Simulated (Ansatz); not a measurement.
Mulliken charges of `[F][Al]([SH])[O][SiH3]` from r2SCAN/def2-TZVPP in Ansatz (PBE0-D4/def2-TZVP geometry).

```json
{"atom": "F1", "x (Å)": "1.013", "y (Å)": "-2.604", "z (Å)": "-0.866", "charge (e)": "-0.345"}
{"atom": "Al2", "x (Å)": "1.118", "y (Å)": "-1.157", "z (Å)": "-0.101", "charge (e)": "0.677"}
{"atom": "S3", "x (Å)": "2.963", "y (Å)": "-0.703", "z (Å)": "0.924", "charge (e)": "-0.256"}
{"atom": "O4", "x (Å)": "-0.163", "y (Å)": "-0.092", "z (Å)": "-0.127", "charge (e)": "-0.355"}
{"atom": "Si5", "x (Å)": "-1.522", "y (Å)": "0.795", "z (Å)": "-0.262", "charge (e)": "0.397"}
{"atom": "H6", "x (Å)": "2.499", "y (Å)": "0.496", "z (Å)": "1.320", "charge (e)": "0.120"}
{"atom": "H7", "x (Å)": "-1.635", "y (Å)": "1.337", "z (Å)": "-1.641", "charge (e)": "-0.079"}
{"atom": "H8", "x (Å)": "-2.712", "y (Å)": "-0.044", "z (Å)": "0.034", "charge (e)": "-0.077"}
{"atom": "H9", "x (Å)": "-1.474", "y (Å)": "1.926", "z (Å)": "0.701", "charge (e)": "-0.082"}
```

By hand: the dipole of these point charges (1 e Å = 4.8032 D).

Σ q r = (-0.139, 0.443, 0.163) e Å, of length 0.492 e Å = 2.36 D.

How does the dipole of the full density compare? (Best estimate.)

Computed: (-0.090, 0.309, 0.115) e Å, 1.64 D; the point charges give 1.44 times that, at 1° from its direction.

Point charges leave out the atoms' own dipoles, such as those of lone pairs, and Mulliken's split depends on the basis, so the two needn't agree.
